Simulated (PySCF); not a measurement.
Species: 4-chlorophenylboronic acid, C6H6BClO2.
Numbering: `[OH:1][B:2]([OH:3])[c:4]1[cH:5][cH:6][c:7]([Cl:8])[cH:9][cH:10]1` (hydrogens: H11 on O1; H12 on O3; H13 on C5; H14 on C6; H15 on C9; H16 on C10)

Method: PBE0-D3(BJ)/def2-SVP geometry optimisation, gas phase in PySCF.

(1) List the bond lengths, angles and torsions at this level.

Results:

(1) 
```tsv
bond	length (bohr)	order
O1–B2, B2–O3	2.580	single
B2–C4	2.955	single
C4–C5, C4–C10	2.650	aromatic
C5–C6, C9–C10	2.629	aromatic
C6–C7, C7–C9	2.636	aromatic
C7–Cl8	3.275	single
O1–H11, O3–H12	1.816	single
C5–H13, C10–H16	2.065	single
C6–H14, C9–H15	2.062	single
```

Bonds in one row agree within 0.02 bohr and their mean is given. Orders are formal, as drawn. A selection of angles:
```tsv
angle	degrees
B2–O1–H11	115.7
O1–B2–O3	124.1
O1–B2–C4	117.9
B2–C4–C5	121.1
C5–C4–C10	118.0
C4–C5–C6	121.5
C4–C5–H13	119.1
C6–C5–H13	119.3
C5–C6–C7	118.9
C5–C6–H14	121.4
C7–C6–H14	119.7
C6–C7–Cl8	119.5
C6–C7–C9	121.0
H12–O3–B2	115.7
```

Torsions: O1–B2–C4–C5 180° (antiperiplanar); H11–O1–B2–O3 0° (synperiplanar); H12–O3–B2–O1 0° (synperiplanar).

The 6-membered ring C4–C5–C6–C7–C9–C10 has internal angles of 118.0° to 121.5°; it is planar, 0.00 Å rms from its mean plane, widest ring torsion 0°. Of the pairs four or more bonds apart, O1···H16 is among the closest relative to their van der Waals radii: 2.56 Å, 94 % of the sum of Bondi's values. O1 (boron-bound oxygen) is bent (angle 115.7°). The 10 heavy atoms lie in one plane (0.002 Å rms). B2 (three-coordinate boron) is planar (angles 124.1°, 117.9° and 117.9°, sum 360.0°, 0.00 Å off the plane of its three neighbours).

Point group: C2v (every atom within 0.08 Å of its image). PBE0-D3(BJ)/def2-SVP frequencies: not computed here. One conformer, not necessarily the lowest (H–O1–B2–O3 0°, O1–B2–O3–H 0°).

On Arm Neoverse V2, one thread, shared host with 32 logical CPUs at a one-minute load of 16, this took 64 s and 0.81 GiB of memory at its peak. This is the geometry optimisation.
